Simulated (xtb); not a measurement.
xtb was given this input:
```
$ xtb mol.xyz --gfn 1 --uhf 1 --etemp 1000 --json

# file mol.xyz
11

C      0.07166054    -1.07389880     0.75107332
C      1.21647703    -0.21911639     0.17752608
Si    -0.07160241     0.97363099    -0.59501866
C     -1.14255145    -0.50388412    -0.00456330
H     -0.03171157    -0.90288341     1.82284416
H      0.21309311    -2.14337808     0.59131516
H      1.82583574    -0.77478368    -0.53242339
H      1.88638902     0.18932069     0.93237250
H     -0.27982443     2.23653886     0.12751811
H     -1.99632117    -0.27937673     0.63267274
H     -1.48854371    -1.17487564    -0.78825468
```

Question: What partial charges in atom order does GFN1-xTB run with xtb give?

Answer: C1 -0.01, C2 -0.15, Si3 0.17, C4 -0.15, H5 0.02, H6 0.02, H7 0.04, H8 0.04, H9 -0.06, H10 0.04, H11 0.04

Question: What total energy (a free energy at this electronic temperature) does GFN1-xTB give?

Answer: -322.6471 eV

Question: Predict the dipole moment from GFN1-xTB.

Answer: 0.52 D
